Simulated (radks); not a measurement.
Results of a calculation; reference values are marked as such.
The mean radii <r> (bohr) of the occupied orbitals of an atom or ion are listed with their occupations. Code: a radial shooting solver on a logarithmic mesh with Libxc functionals. Model: non-relativistic Kohn-Sham, PBE, spin-polarised, spherical densities, point nucleus.

| orbital | occ. | <r> |
|---|---|---|
| 1s up | 1 | 0.02165 |
| 1s down | 1 | 0.02165 |
| 2s up | 1 | 0.09172 |
| 2s down | 1 | 0.09172 |
| 2p up | 3 | 0.07766 |
| 2p down | 3 | 0.07766 |
| 3s up | 1 | 0.2343 |
| 3s down | 1 | 0.2341 |
| 3p up | 3 | 0.2242 |
| 3p down | 3 | 0.2240 |
| 3d up | 5 | 0.1974 |
| 3d down | 5 | 0.1972 |
| 4s up | 1 | 0.5190 |
| 4s down | 1 | 0.5196 |
| 4p up | 3 | 0.5265 |
| 4p down | 3 | 0.5273 |
| 4d up | 5 | 0.5421 |
| 4d down | 4 | 0.5435 |
| 4f up | 7 | 0.5802 |
| 4f down | 3 | 0.5849 |
| 5s up | 1 | 1.080 |
| 5s down | 1 | 1.086 |

Name the element and its charge. Open shells, if any, are filled with parallel spins first.

Answer. Z = 70, ytterbium, charge +13: Yb13+ in [Kr] 4d9 4f10 5s2. The 1s radius gives Z: for a bare nucleus <r> = 1.5/Z, 0.02143 bohr for Z = 70, and screening makes it slightly larger (0.02165 here). The occupations add up to 57, and the charge is Z minus that.
